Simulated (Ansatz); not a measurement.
The molecule MgSi+, multiplicity 4 (an upper state: multiplicity 2 came lower at CCSD(T)/def2-TZVPP on PBE0 minima).

Constants: fifth-degree fit in 1/R to seven points, most abundant isotopes. Runs in def2 and cc sets follow the lowest solution found near the PBE0 minimum.

Correlated levels freeze the inner cores; with def2 sets outer-core shells near the valence are correlated too.

Codes used: Ansatz (Gaussian basis) for Hartree–Fock, density functionals and correlated methods. 

Energies at CCSD(T)/def2-TZVPP:

```tsv
R (Å)	E (hartree)
2.274622	-488.48171577
2.335768	-488.48449853
2.392022	-488.48589241
2.455614	-488.48639943
2.519205	-488.48602905
2.592580	-488.48480722
2.678184	-488.48267162
```

Task: With a reduced mass of 12.9138 u, find the minimum, the force constant and the constants.

Result: A fifth-degree polynomial in 1/R puts the minimum at r_e = 2.4576 Å with force constant 93.4 N/m. Then ω_e = (1/2πc)√(k/μ) = 350 cm⁻¹ and B_e = h/(8π²cμr_e²) = 0.2161 cm⁻¹; the cubic and quartic terms give α_e = 0.0021 and ω_e x_e = 3.5 cm⁻¹.

Ansatz is a quantum-chemistry and plane-wave program.
